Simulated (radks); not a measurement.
Values are calculated unless marked as measured or tabulated.
The nuclear charge of the platinum ion Pt+ is varied continuously with 77 electrons held in [Xe] 4f14 5d9. Level of theory: scalar-relativistic Kohn-Sham, PBE, spin-polarised, spherical densities, point nucleus; open shells are filled with parallel spins first (spin-orbit coupling, left out, can overturn this in heavy ions) (a radial shooting solver on a logarithmic mesh with Libxc functionals). By the Hellmann-Feynman theorem dE/dZ = E(electron-nucleus)/Z, the electronic potential at the nucleus. The scalar-relativistic energy here is not variational (the density holds large components alone), so the two differ by a part that grows with Z.

Z	E (hartree)	E(electron-nucleus)/Z (hartree)	HOMO	e(HOMO) (eV)	<r> HOMO (bohr)
77	-17827.5474	-574.755	5d	-3.638	1.889
77.2	-17943.7224	-577.084	5d	-5.448	1.829
77.4	-18060.3733	-579.413	5d	-7.399	1.777
77.6	-18177.5003	-581.743	5d	-9.477	1.731
77.8	-18295.1036	-584.075	5d	-11.674	1.689
78	-18413.1837	-586.408	5d	-13.980	1.651
78.2	-18531.7409	-588.742	5d	-16.392	1.616
78.4	-18650.7757	-591.079	5d	-18.902	1.584
78.6	-18770.2888	-593.419	5d	-21.507	1.554
78.8	-18890.2806	-595.761	5d	-24.202	1.525
79	-19010.7519	-598.105	5d	-26.984	1.499

The central difference of E at Z = 78 is -591.593 hartree, to compare with the third column; the second derivative is -11.9 hartree.
